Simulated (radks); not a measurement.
Spherical jellium clusters: N electrons in a uniform positive sphere of charge N and radius rs N^(1/3), rs = 2.23 bohr. Calculated with a radial shooting solver with Libxc functionals: non-relativistic Kohn-Sham, LDA (Slater exchange, Perdew-Wang correlation), spin-polarised, spherical densities. Levels are named by radial order and angular momentum (1s, 1p, 1d, 2s, ...), and open shells are averaged over m.

N = 15, configuration 1s2 1p6 1d(up 5, down 1) 2s(up 1, down 0). This is the lowest configuration that the search found. Occupied and some empty levels:

| level | occupation | eigenvalue (eV) | <r> (bohr) |
|---|---|---|---|
| 1s up | 1 | -10.793 | 3.424 |
| 1s down | 1 | -9.9821 | 3.426 |
| 1p up | 3 | -7.7966 | 4.282 |
| 1p down | 3 | -6.9880 | 4.283 |
| 1d up | 5 | -4.4193 | 5.054 |
| 2s up | 1 | -3.7513 | 4.942 |
| 1d down | 1 | -3.6216 | 5.121 |
| 2s down | 0 | -3.0036 | 5.228 |
| 2p up | 0 | -1.0950 | 7.560 |
| 1f up | 0 | -1.0023 | 6.207 |
| 2p down | 0 | -0.72046 | 8.362 |
| 1f down | 0 | -0.34320 | 6.690 |

Energy (eV): total -8.43984, kinetic 72.237, external -1270.7, Hartree 607.80, exchange-correlation -85.728, background 667.96.
